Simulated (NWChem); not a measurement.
Species: CHAgO2; SMILES [O+]#[C-]->[Ag][OH]

Program: NWChem. def2 effective core potentials on Ag; no spin-orbit coupling. Each level has its own optimisation; frequencies are unscaled. One conformer.

| level | r Ag–O (Å) | r Ag–C (Å) | r H–O (Å) | r C–O (Å) | highest harmonic frequency (cm⁻¹) | lowest (cm⁻¹) | zero-point energy (kcal/mol) |
|---|---|---|---|---|---|---|---|
| LDA (Slater exchange, VWN5)/def2-SVP | 1.910 | 1.888 | 0.976 | 1.142 | 3747 | 100 | 12.4 |
| PBE/def2-SVP | 1.959 | 1.942 | 0.976 | 1.148 | 3713 | 90 | 12.0 |
| PBE0/def2-SVP | 1.956 | 1.964 | 0.963 | 1.129 | 3895 | 92 | 12.4 |
